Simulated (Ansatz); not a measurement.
Program: Ansatz. Geometries: PBE0-D4/def2-TZVP. ΔE: electronic, gas phase. CBS: MP2 limit from def2 TZ/QZ plus the TZ coupled-cluster correction, frozen cores. For Ge outer-core shells are correlated without core-valence functions, which leaves a few kJ/mol of doubt a bond. Scalar relativity is left out up to krypton. Each species was taken in one conformer, which may not be the lowest.

Reaction (redistribution): `N[Si](N)(F)Cl` + `[CH3][GeH]([SiH3])[Cl]` → `N[Si](F)([SiH3])Cl` + `[CH3][GeH]([NH2])[Cl]`

`N[Si](N)(F)Cl`:

```xyz
9

N     0.873   -0.969    0.669
Si    0.061    0.437    0.208
N    -1.110    0.062   -0.943
F    -0.466    1.059    1.577
Cl    1.188    1.938   -0.627
H     1.288   -1.568   -0.025
H     1.362   -1.010    1.548
H    -1.762   -0.690   -0.798
H    -1.434    0.742   -1.609
```

`[CH3][GeH]([SiH3])[Cl]`:

```xyz
11

C    -1.290   -0.580   -1.148
Ge    0.070    0.639   -0.474
Si    0.999    0.028    1.634
Cl    1.726    0.561   -1.886
H    -0.894   -1.594   -1.186
H    -1.589   -0.276   -2.151
H    -2.164   -0.561   -0.494
H    -0.427    2.098   -0.514
H     1.533   -1.356    1.543
H    -0.057    0.074    2.681
H     2.091    0.967    1.994
```

`N[Si](F)([SiH3])Cl`:

Cartesian coordinates in Å:
```
N -1.228 -0.227 -1.294
Si -0.720 -0.177 0.321
F -1.733 0.795 1.078
Si 1.497 0.534 0.502
Cl -0.890 -1.974 1.324
H -2.206 -0.328 -1.523
H -0.639 -0.637 -2.001
H 2.335 -0.333 -0.371
H 1.955 0.403 1.908
H 1.630 1.945 0.055
```

`[CH3][GeH]([NH2])[Cl]`:

Z-matrix (Å, degrees):
```
C
Ge 1 1.934
H 1 1.091 2 109.7
H 1 1.091 2 109.8 3 120.0
H 1 1.090 2 109.9 3 -119.4
N 2 1.822 1 109.6 3 -59.5
Cl 2 2.185 1 106.3 3 61.6
H 2 1.534 1 116.0 3 178.2
H 6 1.011 2 114.7 1 55.1
H 6 1.010 2 114.8 1 -177.8
```

```tsv
species	CCSD/def2-TZVPP energy (Eh)
`N[Si](N)(F)Cl`	-960.44792
`[CH3][GeH]([SiH3])[Cl]`	-2866.64834
`N[Si](F)([SiH3])Cl`	-1195.37623
`[CH3][GeH]([NH2])[Cl]`	-2631.68843
```

Work out ΔE.

ΔE = (-1195.37623) + (-2631.68843) − (-960.44792) − (-2866.64834) = 0.03160 Eh = +19.8 kcal/mol. CCSD(T)/CBS gives +19.9 kcal/mol.

Largest T1 diagnostic among the species: 0.011.

At CCSD(T), def2-SVP lies −2.5 kcal/mol from the extrapolated value and def2-TZVPP −0.5 kcal/mol. From r2SCAN to r2SCAN0 (25 % exact exchange), in def2-TZVPP and without D4, ΔE moves by +0.9 kcal/mol. In def2-TZVPP, CCSD(T) changes the Hartree–Fock value by −1.3 kcal/mol (the triples alone add −0.5 kcal/mol) and MP2 by −0.8 kcal/mol.
